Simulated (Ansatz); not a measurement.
CHF2 (SMILES F[CH]F), doublet (typed; the unrestricted solution is spin-contaminated), at a GFN2-xTB geometry; B3LYP/3-21G run with Ansatz (an electronic-structure program).

The Ansatz input:
Ansatz 0.2 input:
```yaml
crystal:
  periodic: [false, false, false]
  atoms:
    - {symbol: C, position_ang: [0.06401414, -0.00053804, 0.50038755]}
    - {symbol: F, position_ang: [-0.08071573, 1.09566547, -0.23113025]}
    - {symbol: F, position_ang: [-0.06029074, -1.09592016, -0.23609971]}
    - {symbol: H, position_ang: [0.88497342, 0.00552047, 1.20274435]}
basis:
  gaussian:
    orbitals: 3-21G.json
    occupation: {up: {"A'": 9, "A''": 4}, down: {"A'": 7, "A''": 5}}
hamiltonian:
  xc: b3lyp
magnetization: {spin_polarized: true, initial_magnetization: 1}
```
The basis file holds 3-21G in the JSON format of the Basis Set Exchange.

What the program printed (banner, timings and long lists left out):

```
Functional definition: B3LYP
the irreps are read with x along [0.000, -0.002, 1.000], y along [-1.000, -0.009, 0.000] and z along [0.009, -1.000, -0.002] of the geometry given
320 factors; integrals over basis functions are off by at most 8.7e-4 eV
mean field evaluation 1: about -6433.9026 eV, gradient 1.5e1 eV
mean field evaluation 2: about -6435.5862 eV, gradient 2.0e0 eV
mean field evaluation 4: about -6435.7305 eV, gradient 2.1e-1 eV
mean field evaluation 8: about -6435.7311 eV, gradient 2.9e-5 eV
mean field -6435.73112207 eV, -236.5087564407 hartree, gradient 2.4e-6 eV, S^2 1.754500; 0 other end points of the search recorded, 0 dependent functions left out
reference -6435.73123977 eV, -236.5087607662 hartree; 13, 12 occupied and 16, 17 virtual orbitals, 320 factors
Total energy: -6435.73123977 eV, -236.5087607662 hartree
```
